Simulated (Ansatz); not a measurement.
A search over several starts for the lowest SCF solution of the cluster Na₂Pb₃⁺ at the given spin, in a small basis.

```yaml
crystal:
  periodic: [false, false, false]
  atoms:
    - {symbol: Na, position_ang: [-1.360642, 1.884439, 1.512813]}
    - {symbol: Na, position_ang: [1.890235, -1.576586, -1.277634]}
    - {symbol: Pb, position_ang: [-1.159678, -0.673916, -0.514958]}
    - {symbol: Pb, position_ang: [0.342783, -1.203415, 1.891757]}
    - {symbol: Pb, position_ang: [0.287291, 1.569477, -1.611978]}
basis:
  gaussian: {orbitals: def2-SVP, initial_orbitals: start.molden}
total_charge: 1
magnetization: {spin_polarized: true, initial_magnetization: 1}
hamiltonian: {xc: pbe, dispersion: d4}
output: {orbitals: {seedname: orbitals}}
```

The file start.molden holds the orbitals of an earlier run on this structure, at another level or in another basis.

```sh
$ ansatz run in.yaml --threads 4 --pin off --events-out ev --progress --plain --max-ram 4787MiB
```

Output, abridged:

```
Functional definition: PBE
1238 factors; their error is unknown
mean field evaluation 1: about -24568.3415 eV, gradient 3.9e0 eV
mean field evaluation 2: about -24568.4447 eV, gradient 1.5e-1 eV
mean field evaluation 4: about -24568.3644 eV, gradient 3.2e-3 eV
mean field evaluation 8: about -24563.2912 eV, gradient 2.3e1 eV
mean field evaluation 16: about -24568.4448 eV, gradient 3.6e-2 eV
mean field evaluation 32: about -24566.8034 eV, gradient 4.9e0 eV
mean field evaluation 64: about -24566.5272 eV, gradient 5.4e-1 eV
mean field evaluation 96: about -24568.1218 eV, gradient 2.4e0 eV
mean field -24568.36437123 eV, -902.8707376072 hartree, gradient 1.3e-5 eV, S^2 0.769016; 9 other end points of the search recorded, 0 dependent functions left out
reference -24568.36442121 eV, -902.8707394440 hartree; 44, 43 occupied and 64, 65 virtual orbitals, 1238 factors
Total energy: -24568.58803648 eV, -902.8789571535 hartree
```

It took 14 s on 4 threads of Arm Neoverse V2 on a shared host.

In the def2 sets Pb takes a core potential; there is no spin–orbit coupling. Another isomer (doublet) lies 0.44 eV lower at PBE0-D4/def2-TZVP; other spin states weren't run for this one.
